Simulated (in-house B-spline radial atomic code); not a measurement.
# Ionising Zn8+ with different functionals

Computed with a B-spline radial code for spherical atoms: non-relativistic Hamiltonian, point nucleus, spin-polarised at highest spin, spherical fractional occupations for the functionals, the average over the highest-spin determinants for Hartree-Fock. The ionisation energy is the difference of two self-consistent energies, [Ar] 3d4 → [Ar] 3d3, without Breit or QED terms; ε is the level of the shell that loses the electron (its least bound occupied spin orbital).

Hybrids are left out here: with spherical fractional occupations of an open shell their exact exchange keeps a self-interaction that integer-occupation calculations don't have.

```csv
method,rung,ΔSCF (eV),-ε(3d) (eV)
Hartree-Fock,Hartree-Fock,205.31,207.44
LDA VWN5,LDA,206.21,190.03
LDA PW92,LDA,206.20,190.02
LDA exchange-only,LDA,204.29,188.16
PBE,GGA,206.01,189.84
PBEsol,GGA,205.95,189.79
BLYP,GGA,205.89,189.71
RPBE,GGA,205.97,189.80
PW91,GGA,?,?
BP86,GGA,206.02,189.85
AM05,GGA,206.00,189.83
OLYP,GGA,207.08,190.89
TPSS,meta-GGA,205.90,189.77
SCAN,meta-GGA,206.82,190.83
r2SCAN,meta-GGA,206.82,190.84
M06-L,meta-GGA,?,?
revTPSS,meta-GGA,205.82,189.70
```

What does M06-L give?

ΔSCF 206.85 eV, and -ε(3d) = 190.85 eV.

What does PW91 give?

ΔSCF 206.17 eV, and -ε(3d) = 190.00 eV.

How do they compare with the NIST value?

NIST lists 203 eV ± 2 (semi-empirical, ground level to ground level). Errors run from +1.29 to +4.08 eV. The correlated functionals all miss on the same side by more than they spread, so the cause is common to them (relativity, Breit-QED terms, multiplet and fine-structure energies, or a listed next ion that isn't the cheapest removal here) and closeness doesn't rank the functionals. Hartree-Fock also lacks correlation.
